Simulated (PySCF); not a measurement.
`C=C(C)OC1=CC1`, C6H8O

Cartesian coordinates in Å; atom numbers follow the order of the lines, from 1:
```xyz
15

C    -0.9558   -1.4049    0.3386
C    -1.0874   -0.1133    0.0759
C    -2.3872    0.6278    0.0268
O    -0.0443    0.7498   -0.1935
C     1.2067    0.3187   -0.2012
C     2.1533   -0.5674   -0.0865
C     2.5839    0.8421   -0.4306
H    -1.8210   -2.0080    0.5382
H    -0.0003   -1.8929    0.3649
H    -2.5005    1.1103   -0.9426
H    -2.3992    1.4057    0.7889
H    -3.2179   -0.0501    0.1920
H     2.5022   -1.5502    0.1049
H     3.0554    1.4630    0.3250
H     2.9076    1.0772   -1.4397
```

Method used: TDDFT BHandHLYP/6-31G* excited states, vertical, gas phase in PySCF 2.14.0. Geometry: GFN2-xTB.

States above about 7.3 eV (minus the energy of the highest occupied orbital) lie near or above the ionisation threshold and depend on the basis.

Problem. Give the one- and two-photon strengths of the lowest singlets.

Solution. δ for parallel linear polarisation; σ at the peak of a Lorentzian of half width 0.1 eV, single beam; Ω is circular over linear.
```tsv
state	E (eV)	f	photon λ (nm)	δ (au)	σ (GM)	Ω	main
S1	6.53	0.158	380	31.3	0.49	0.84	HOMO→LUMO 0.93
S2	7.82	0.216	317	158	3.53	0.72	HOMO−1→LUMO 0.95
```

Among these, the strongest one-photon state is S2, the strongest two-photon state S2, with a dipole change of 1.6 D (relaxed, norm of the difference vector).
